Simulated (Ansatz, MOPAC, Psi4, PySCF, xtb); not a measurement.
Noncovalent pair: CH6OSi (SMILES CO[SiH3]) (first 9 atoms) with CH4 (SMILES C); geometry from B3LYP-D3(BJ)/def2-TZVP, rigid monomers moved along the line of their centres of mass till O2···H11 is 3.08 Å.
(charge 0, multiplicity 1):
```json
[
 {"atom": "C", "x (Å)": "-1.6050", "y (Å)": "-0.4673", "z (Å)": "0.3216"},
 {"atom": "O", "x (Å)": "-0.5492", "y (Å)": "0.4651", "z (Å)": "0.1508"},
 {"atom": "Si", "x (Å)": "0.9489", "y (Å)": "0.0400", "z (Å)": "-0.3829"},
 {"atom": "H", "x (Å)": "-2.4791", "y (Å)": "0.0743", "z (Å)": "0.6816"},
 {"atom": "H", "x (Å)": "-1.8598", "y (Å)": "-0.9563", "z (Å)": "-0.6241"},
 {"atom": "H", "x (Å)": "-1.3413", "y (Å)": "-1.2340", "z (Å)": "1.0566"},
 {"atom": "H", "x (Å)": "1.5554", "y (Å)": "-0.9886", "z (Å)": "0.5000"},
 {"atom": "H", "x (Å)": "1.7615", "y (Å)": "1.2719", "z (Å)": "-0.3719"},
 {"atom": "H", "x (Å)": "0.8809", "y (Å)": "-0.5210", "z (Å)": "-1.7568"},
 {"atom": "C", "x (Å)": "0.0481", "y (Å)": "0.0452", "z (Å)": "4.0286"},
 {"atom": "H", "x (Å)": "-0.1736", "y (Å)": "0.7164", "z (Å)": "3.2008"},
 {"atom": "H", "x (Å)": "-0.8775", "y (Å)": "-0.3901", "z (Å)": "4.4040"},
 {"atom": "H", "x (Å)": "0.7077", "y (Å)": "-0.7495", "z (Å)": "3.6818"},
 {"atom": "H", "x (Å)": "0.5378", "y (Å)": "0.5974", "z (Å)": "4.8298"}
]
```

| level | interaction energy (kJ/mol) | cost |
|---|---|---|
| GFN-FF | -3.6 | - |
| PM6 | -1.0 | - |
| HF/STO-3G (no counterpoise) | -0.2 | - |
| HF/3-21G (no counterpoise) | -2.9 | - |
| HF/aug-cc-pV(D+d)Z | 0.5 | - |
| PBE-D3(BJ)/def2-TZVPPD | -5.3 | ×1 |
| BP86/6-31G* (no counterpoise) | 0.4 | - |
| r2SCAN-D3(BJ)/def2-TZVPPD | -4.2 | ×2 |
| r2SCAN-D4/def2-TZVPPD | -4.0 | ×2 |
| B3LYP/6-31G* | 0.7 | - |
| B3LYP/6-31G* (no counterpoise) | -1.5 | - |
| B3LYP/6-311+G** (no counterpoise) | 0.3 | - |
| B3LYP-D4/def2-TZVPPD | -4.3 | ×1 |
| PBE0-D3(BJ)/def2-TZVPPD | -5.0 | ×1 |
| M06-2X/6-31G* (no counterpoise) | -4.9 | - |
| wB97M-V/def2-TZVPPD | -4.0 | ×3 |
| MP2/6-31G* | -1.3 | - |
| SCS-MP2/aug-cc-pV(D+d)Z | -2.6 | - |
| CCSD(T)/aug-cc-pV(D+d)Z | -3.7 | ×40 |
| SAPT0/jun-cc-pV(D+d)Z | -2.6 | - |

The rows run from -5.3 (PBE-D3(BJ)/def2-TZVPPD) to 0.7 kJ/mol (B3LYP/6-31G*).

Monomers are frozen at their geometry in the pair; levels with a basis set take the counterpoise correction. Rows marked so take none.

Correlated levels freeze the cores. Rows in 3-21G, 6-311+G**, 6-31G*, STO-3G carry no dispersion term and start afresh at each structure (6-31G* with six Cartesian d functions). MP2/6-31G* freezes PySCF's default core. The state that PM6 reach isn't checked.

Programs: Ansatz (Gaussian basis) for Hartree–Fock, density functionals and correlated methods; MOPAC for PM6 (differences of heats of formation); Psi4 for SAPT; PySCF for 3-21G rows, 6-311+G** rows, 6-31G* rows, STO-3G rows, the dispersion terms; xtb for the GFN methods. Values without a source in brackets are computed.

Costs are rough ratios of core time to PBE/def2-TZVPPD (about 12 s over the structures, on one shared machine); a dash marks a level with no comparable run of its own.

Ansatz is an electronic-structure program.
